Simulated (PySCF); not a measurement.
# Excitation energy of Al⁺ by level of theory

Al⁺ [Ne] 3s2 (1S) → Al⁺ [Ne] 3p2 (3P), as a difference of total energies. Calculation: PySCF 2.14, in aug-cc-pVQZ-DK; the spin-free X2C one-electron Hamiltonian (Gaussian nucleus). Correlated levels: valence: [Ne] frozen. The calculations carry no spin-orbit coupling.

| method | excitation energy (cm⁻¹) |
| --- | --- |
| UHF | 86247 |
| MP2 (valence) | 91263 |
| SCS-MP2 (valence) | 93449 |
| CCSD (valence) | 92931 |

Errors of the correlated levels include the incompleteness of this basis and the frozen core.

With two correlated electrons CCSD is exact in that space.

For comparison: 94208 cm⁻¹ (measured; NIST levels, between the centres of gravity of the two terms).
